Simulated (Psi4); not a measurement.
Psi4 was given this input:
```
memory 2 GB

molecule {
1 2
  C    -0.08203668    0.60493218    0.11482401
  O     0.06067739   -0.68366516   -0.17494028
  H    -1.18198643    0.86214509    0.11391237
  H     0.62482878   -1.22970011    0.41246267
  H     0.43910736    0.99198948    0.99712096
  H     0.12485126    1.21529375   -0.81291782
}

set basis def2-svp
set reference uhf
set freeze_core true

energy('ccsd(t)')
print_variables()
```

### Question
What does this run give for the nuclear repulsion energy, coupled-cluster correlation energy (without the perturbative part), number of basis functions, MP2 correlation energy?

### Answer

| Item | Result |
|---|---|
| nuclear repulsion energy | 41.3192 Eh |
| coupled-cluster correlation energy (without the perturbative part) | -0.3358 Eh |
| number of basis functions | 48 |
| MP2 correlation energy | -0.3019 Eh |

These values belong to the state on which the SCF converged, which isn't shown to be the lowest.
